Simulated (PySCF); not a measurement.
Compound: C2H9NO2Si.
SMILES with atom numbers: `[CH3:1][N:2]([CH3:3])[SiH:4]([OH:5])[OH:6]` (hydrogens: H7, H8, H9 on C1; H10, H11, H12 on C3; H13 on Si4; H14 on O5; H15 on O6)

Cartesian coordinates in Å at the PBE0-D3(BJ)/def2-SVP level; atoms count from 1:
```xyz
15
C2H9NO2Si angstrom
C     -1.5968   -0.5895   -0.0516
N     -0.3726    0.1660    0.0302
C     -0.5461    1.5620    0.3417
Si     1.1265   -0.5136   -0.4634
O      2.2753    0.4499    0.2568
O      1.1779   -2.1070    0.0010
H     -2.2771   -0.2094   -0.8397
H     -1.3825   -1.6454   -0.2724
H     -2.1557   -0.5545    0.9037
H     -1.0557    1.6913    1.3158
H      0.4307    2.0592    0.4092
H     -1.1564    2.0895   -0.4184
H      1.4142   -0.5929   -1.9224
H      3.1363    0.4474   -0.1707
H      0.9710   -2.2620    0.9285
```

Linear response at B3LYP/def2-SVPD (PySCF, frozen core in the response, non-relativistic).

Static isotropic polarisability: 68.29 au (10.12 Å³), principal values 60.3, 68.4, 76.2 au.

Task: What is the polarisability at 1064 nm and at the sodium D line?

Result: 68.87 au at 1064 nm (+0.8 %), 70.23 au at 589.3 nm (+2.8 %). The rise at 589.3 nm is 3.38 times that at 1064 nm; a pure ω² law gives 3.26. The lowest singlet lies at 225 nm, shorter than both wavelengths.

Task: What is the isotropic C6 coefficient between two such molecules, C6 = (3/π)∫α(iω)² dω?

Result: 1978 au (Eh·bohr⁶) by a ten-point quadrature over imaginary frequencies, which is 1180 eV·Å⁶ or 114 J·nm⁶/mol.

Task: Which effective excitation energy ω̄ makes London's formula C6 = (3/4)α²ω̄ exact here?

Result: ω̄ = 4·C6/(3α²) = 0.566 Eh = 15.4 eV. A one-pole form α(ω) = α/(1 − ω²/ω̄²) fitted to the 1064 nm value gives 12.8 eV.

Task: How anisotropic is the static polarisability, by Δα² = ½[(α1 − α2)² + (α2 − α3)² + (α3 − α1)²]?

Result: Δα = 13.7 au, or 0.20 of the isotropic value.

Task: What three-body coefficient follows from the one-pole estimate C9 = (3/4)·α·C6?

Result: 101000 au. This is an estimate from the two numbers above, not a computed integral.

Task: The lowest 6 singlets have (eV, f): 5.51, 0.019; 5.84, 0.011; 6.12, 0.051; 6.89, 0.013; 6.96, 0.045; 7.33, 0.077. What share of the static polarisability do they carry in the sum over states α = Σ f/ω²?

Result: 3.66 au, 5.4 % of α; the largest term, 1.06 au, is that of the state at 7.33 eV. Their oscillator strengths add up to 0.22. Higher states carry the rest.

Task: What molar refraction at the D line follows from R = (4π/3)·N_A·α′, with α′ the polarisability volume?

Result: α′ = 10.41 Å³ gives R = 26.25 cm³/mol, for isolated, non-vibrating species.

One conformer stands for the species.
